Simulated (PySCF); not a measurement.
# Hartree-Fock beside MP2: B2H4N

Calculated results; nothing here was measured. The program is PySCF 2.14.0, an open-source quantum chemistry code, run on an isolated molecule that a program drew, which may never have been made. The molecule is B2H4N (charge 0, doublet), drawn as the SMILES string `[BH]NB`.

The geometry was optimised and harmonic frequencies were computed with HF and MP2, all in the cc-pVDZ basis, for the commonest isotopes, with a restricted reference for singlets and an unrestricted one otherwise, and a frozen core in MP2. Each result is a local minimum of its method.

Geometry at the HF minimum:
```xyz
7
B2H4N, angstrom
B    -0.5660   -0.4578   -1.1100
N     0.6495   -1.1104   -1.3994
B     1.7929   -1.1728   -0.5562
H    -1.5066   -0.4312   -1.8540
H     0.7158   -1.5768   -2.2866
H     2.7657   -1.7667   -0.9325
H     1.7648   -0.6333    0.5114
```

Lengths of the bonds as drawn, in Å (atoms numbered as above):
| bond | HF | MP2 |
|---|---|---|
| B1-N2 | 1.410 | 1.421 |
| N2-B3 | 1.422 | 1.434 |
| B1-H4 | 1.200 | 1.206 |
| N2-H5 | 1.005 | 1.022 |
| B3-H6 | 1.200 | 1.206 |
| B3-H7 | 1.197 | 1.202 |

Rotational constants, in GHz:
| constant | HF | MP2 |
|---|---|---|
| A | 65.09 | 63.08 |
| B | 10.65 | 10.55 |
| C | 9.152 | 9.037 |

Harmonic frequencies in cm^-1, each column in rising order, so a row needn't be the same motion in every method:
```
rank    HF   MP2
   1   294   263
   2   390   359
   3   579   570
   4   928   875
   5   930   890
   6   973   932
   7  1111  1053
   8  1189     ?
   9  1310  1246
  10  1369  1302
  11  1543  1445
  12  2682  2640
  13  2710  2667
  14  2765  2739
  15  3769  3566
```

**Estimate the missing MP2 frequency from the HF column.**

A single factor s that minimises the squared misfit of MP2 against s times HF over the other rows is sum(HF x MP2) / sum(HF^2) = 0.9656, with an rms misfit of 38 cm^-1. For rank 8 it gives 0.9656 x 1189 = 1148 cm^-1. The calculation gives 1134 cm^-1, 14 cm^-1 below the estimate. The drawn bonds are on average 0.8 % longer in MP2 than in HF.
